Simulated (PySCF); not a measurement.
Compound: C4H8Ge.
Atom-mapped SMILES: `[CH3:1][C:2]#[C:3][CH2:4][GeH3:5]` (hydrogens: H6, H7, H8 on C1; H9, H10 on C4; H11, H12, H13 on Ge5)

Method: PySCF 2.14.0, PBE0-D3(BJ)/def2-SVP geometry optimisation, gas phase; density fitting, grid level 1; the optimiser is geomeTRIC in internal coordinates, started from a GFN2-xTB structure with every atom displaced at random (about 0.01 Å).

Step 0: E = -60772.3750 eV
```
atom  x, y, z in Å  |  force x, y, z in eV/Å
C1      2.3857    0.5954   -0.3245   -1.587   0.962  -0.104
C2      1.1015   -0.0009    0.0384    0.615   0.090  -0.180
C3      0.0560   -0.5263    0.3449    1.480   0.644  -0.352
C4     -1.1485   -1.1344    0.7078   -2.065  -0.158   0.877
Ge5    -2.7271    0.0100    0.2358    0.554  -0.358   0.484
H6      2.9813    0.7652    0.5579    0.600   0.027   0.570
H7      2.1930    1.5906   -0.7856    0.229  -0.294   0.089
H8      2.9144   -0.0042   -1.0414    0.557  -0.556  -0.531
H9     -1.2824   -2.0919    0.2160   -0.113  -0.559  -0.327
H10    -1.1984   -1.3398    1.7988   -0.037   0.113  -0.231
H11    -4.0177   -0.6525    0.6442   -0.503  -0.406   0.212
H12    -2.6494    1.3340    0.9548    0.152   0.464   0.343
H13    -2.8036    0.3065   -1.2274    0.119   0.031  -0.852
```

Step 1: E = -60772.5230 eV
```
atom  x, y, z in Å  |  force x, y, z in eV/Å
C1      2.3589    0.6331   -0.3272    0.280  -0.139  -0.008
C2      1.1096   -0.0145    0.0256   -0.008   0.059   0.006
C3      0.0660   -0.5485    0.3339   -0.457  -0.253   0.104
C4     -1.2116   -1.1587    0.6970    0.497   0.075  -0.131
Ge5    -2.7207    0.0305    0.2741   -0.149   0.057  -0.179
H6      2.9492    0.8744    0.5756   -0.051  -0.027  -0.113
H7      2.1859    1.5707   -0.8735   -0.014   0.081  -0.043
H8      2.9810   -0.0188   -0.9714   -0.098   0.120   0.124
H9     -1.3546   -2.1160    0.1660   -0.033   0.075  -0.021
H10    -1.2289   -1.3926    1.7693   -0.048  -0.010   0.171
H11    -4.0509   -0.6487    0.6990    0.145   0.094  -0.049
H12    -2.5627    1.3815    1.0110   -0.008  -0.154  -0.069
H13    -2.7165    0.2596   -1.2596   -0.057   0.019   0.208
```

**Question.** Estimate the geometry and energy of step 2. (The exact step hangs on the optimiser's Hessian estimate; all steps are aligned on step 1, rigid shifts and turns removed.)

**Answer.** E = -60772.5331 eV, largest force 0.172 eV/Å
```
atom  x, y, z in Å  |  force x, y, z in eV/Å
C1      2.3588    0.6321   -0.3283    0.025  -0.017  -0.016
C2      1.1070   -0.0148    0.0313   -0.014   0.036   0.009
C3      0.0642   -0.5524    0.3417   -0.079  -0.063   0.016
C4     -1.2053   -1.1610    0.7017    0.170   0.023   0.015
Ge5    -2.7184    0.0278    0.2652   -0.002  -0.026  -0.037
H6      2.9515    0.8775    0.5675   -0.007  -0.001  -0.005
H7      2.1839    1.5700   -0.8794   -0.005  -0.005   0.005
H8      2.9776   -0.0187   -0.9673   -0.015   0.007   0.010
H9     -1.3502   -2.1141    0.1668   -0.024   0.007  -0.010
H10    -1.2342   -1.3929    1.7796   -0.041   0.021  -0.013
H11    -4.0416   -0.6423    0.6857   -0.008  -0.005   0.003
H12    -2.5598    1.3634    1.0081    0.011   0.013   0.017
H13    -2.7286    0.2771   -1.2529   -0.011   0.010   0.006
```

The energy changes by -0.0101 eV. The first-order estimate −F·Δx gives -0.0180 eV and the mean of the old and new forces, exact on a quadratic surface, -0.0101 eV. The step makes an angle of 63° with the force vector and moves no atom by more than 0.022 Å.

What follows is the cost of the whole optimisation. Hardware: an Arm Neoverse V1 with one thread, shared host with 32 logical CPUs at a one-minute load of 27. Cost: 35 s wall, 0.53 GiB resident at most.
